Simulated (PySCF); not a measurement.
**Molecular orbitals of ICl**

PBE0 at R = 2.326 Å; I cc-pVTZ-PP with ECP28, Cl cc-pV(T+d)Z; scalar-relativistic core potentials (PySCF 2.14). State: ³Π (triplet), unpaired electrons σ ↑, π ↑, a second solution, started from another occupation. Only the outer orbitals are listed, counted within each symmetry, core potentials removing the inner ones.

```tsv
spin	orbital	occ.	ε (eV)	on I (%)	main shells (%)
α	7σ	1	-23.99	22	76 Cl s, 19 I s
α	8σ	1	-20.21	77	77 I s, 20 Cl s
α	9σ	1	-12.26	41	56 Cl p, 38 I p
α	4π	1	-10.92	44	55 Cl p, 43 I p
α	4π	1	-10.30	36	64 Cl p, 35 I p
α	5π	1	-8.87	57	56 I p, 43 Cl p
α	5π	1	-8.08	66	65 I p, 34 Cl p
α	10σ	1	-5.77	65	58 I p, 35 Cl p
α	11σ	0	2.84	104	97 I s
α	6π	0	5.01	82	80 I d, 16 Cl d
α	6π	0	5.49	81	78 I d, 17 Cl d
β	7σ	1	-22.97	22	76 Cl s, 18 I s
β	8σ	1	-18.80	77	76 I s, 20 Cl s
β	9σ	1	-10.91	43	54 Cl p, 38 I p
β	4π	1	-9.93	33	67 Cl p, 31 I p
β	4π	1	-9.46	29	70 Cl p, 27 I p
β	5π	1	-7.62	69	68 I p, 31 Cl p
β	5π	0	-5.59	73	72 I p, 27 Cl p
β	10σ	0	-2.60	65	60 I p, 35 Cl p
β	11σ	0	3.22	105	99 I s
```

Which are the highest filled and the lowest empty level, where do they sit, and how wide is the gap?

Highest filled α 10σ at -5.77 eV (in %: 58 I p, 35 Cl p); lowest empty β 5π at -5.59 eV (in %: 72 I p, 27 Cl p); the gap at PBE0 is 0.18 eV.

```json
{
  "bond order (Mayer)": "0.99",
  "⟨S²⟩": "2.005",
  "charge on I (Mulliken, basis-dependent)": "0.21",
  "charge on I (Löwdin, basis-dependent)": "0.15",
  "dipole moment (positive dipole means I(−)Cl(+))": "-1.42 D"
}
```

Shares are Mulliken populations and can fall outside 0 to 100 %.

Spin–orbit coupling is left out.
